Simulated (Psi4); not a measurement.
HO₄S (SMILES O=S(=O)([O-])O), charge -1, singlet, geometry from GFN2-xTB (a gas-phase anion, which may not be bound at this level), with bond 3-2 at 1.6 times its length. Base run: B3LYP/STO-3G (Psi4).

The Psi4 input:
```
memory 2 GB

molecule mol {
-1 1
O     1.389920   -0.281761   -0.581483
S    -0.134456    0.024009    0.020263
O     0.274593   -0.037428    2.321580
O    -0.970632   -1.053488   -0.469618
O    -0.493940    1.335434   -0.483789
H     1.778901   -0.270498    0.286219
}

set {
  basis sto-3g
  reference rks
}

energy('b3lyp')
print_variables()
```

The base run was repeated with changes; each row names its change, and settings that it needs were set with it.

| change | ΔE vs base (µEh) | SCF cycles | grid points | basis functions |
|---|---|---|---|---|
| base | 0.0 | 21 | 126505 | 30 |
| guess = gwh | 0.0 | 19 | 126505 | 30 |
| guess = sap | 0.0 | 17 | 126505 | 30 |
| puream = false | 88.0 | 21 | 126505 | 30 |
| guess = sadno | 0.0 | 19 | 126505 | 30 |
| scf_initial_accelerator = ediis | 0.0 | 21 | 126505 | 30 |
| d_convergence = 1e-8 | 0.0 | 24 | 126505 | 30 |
| dft_radial_scheme = multiexp | -1.3 | 21 | 134966 | 30 |
| dft_radial_points = 35 | -671 | 21 | 60549 | 30 |
| dft_spherical_points = 590 | -3.9 | 21 | 246959 | 30 |
| ints_tolerance = 1e-8 | 0.0 | 21 | 126505 | 30 |
| guess = huckel | 0.0 | 19 | 126505 | 30 |
| basis_guess = true | 0.0 | 10 | 126505 | 30 |

A gas-phase anion may not be bound at this level; its values then depend on the basis.
